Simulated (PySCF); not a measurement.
C2H10OSi3, SMILES O=CC[SiH2][SiH2][SiH3]. Geometry: PBE-D3(BJ)/def2-SVP. The structure was generated by enumeration, and PubChem lists no compound with its InChIKey, so it may never have been made. The values are those of a single conformer.

Q: Give the equilibrium geometry at PBE-D3(BJ)/def2-SVP (PySCF confirms it by a frequency run) as bond lengths and angles. (The exact figures need the calculation; the answer reports its results.)

A: Several could match; the one computed here: 
Atoms: O1 C2 C3 Si4 Si5 Si6 H7 H8 H9 H10 H11 H12 H13 H14 H15 H16. Bonds (Å): O1–C2 1.215, C2–C3 1.504, C2–H7 1.135, C3–Si4 1.923, C3–H8 1.111, C3–H9 1.109, Si4–Si5 2.353, Si4–H10 1.507, Si4–H11 1.505, Si5–Si6 2.353, Si5–H12 1.507, Si5–H13 1.509, Si6–H14 1.505, Si6–H15 1.505, Si6–H16 1.506. Bond angles (°): O1–C2–C3 124.9, O1–C2–H7 121.0, C3–C2–H7 114.1, C2–C3–Si4 111.0, C2–C3–H8 110.8, C2–C3–H9 110.0, Si4–C3–H8 106.7, Si4–C3–H9 108.1, H8–C3–H9 110.3, C3–Si4–Si5 108.5, C3–Si4–H10 109.1, C3–Si4–H11 108.8, Si5–Si4–H10 111.6, Si5–Si4–H11 110.2, H10–Si4–H11 108.6, Si4–Si5–Si6 108.6, Si4–Si5–H12 110.5, Si4–Si5–H13 109.1, Si6–Si5–H12 110.4, Si6–Si5–H13 109.6, H12–Si5–H13 108.5, Si5–Si6–H14 109.6, Si5–Si6–H15 111.7, Si5–Si6–H16 109.2, H14–Si6–H15 109.1, H14–Si6–H16 108.5, H15–Si6–H16 108.8.
Charge 0, spin multiplicity 1.
